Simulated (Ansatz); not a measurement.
`O[SiH](Br)[O][AlH2]` + `O[SiH](O)[SiH3]` → `O[SiH]([SiH3])[O][AlH2]` + `O[SiH](O)Br`  (ligand exchange at the Al–O bond)

Gas-phase electronic energies from Ansatz, PBE0-D4/def2-TZVP geometries. CCSD(T)/CBS is the MP2 limit (def2-TZVPP, def2-QZVPP) plus CCSD(T) − MP2 in def2-TZVPP, frozen cores. This one scheme is used for every species. DFT in def2-TZVPP. For Br outer-core shells are correlated without core-valence functions, which leaves a few kJ/mol of doubt a bond. Scalar relativity is left out up to krypton. Each species was taken in one conformer, which may not be the lowest.

```json
{"level": "PBE-D4", "ΔE (eV)": "0.03"}
{"level": "r2SCAN", "ΔE (eV)": "0.03"}
{"level": "SCS-MP2/def2-TZVPP", "ΔE (eV)": "0.04"}
{"level": "CCSD/def2-TZVPP", "ΔE (eV)": "0.04"}
{"level": "CCSD(T)/def2-TZVPP", "ΔE (eV)": "0.04"}
{"level": "SCS-MP2/def2-QZVPP", "ΔE (eV)": "0.04"}
{"level": "HF/CBS(def2)", "ΔE (eV)": "0.04"}
{"level": "CCSD/CBS(def2)", "ΔE (eV)": "0.04"}
```

Question: What does CCSD(T)/CBS give? (An estimate is asked.)

Answer: Computed: +0.04 eV. The listed levels differ from it by -0.01, -0.01, 0.00, 0.00, 0.00, 0.00, 0.00, 0.00 eV.

Largest T1 diagnostic among the species: 0.013.
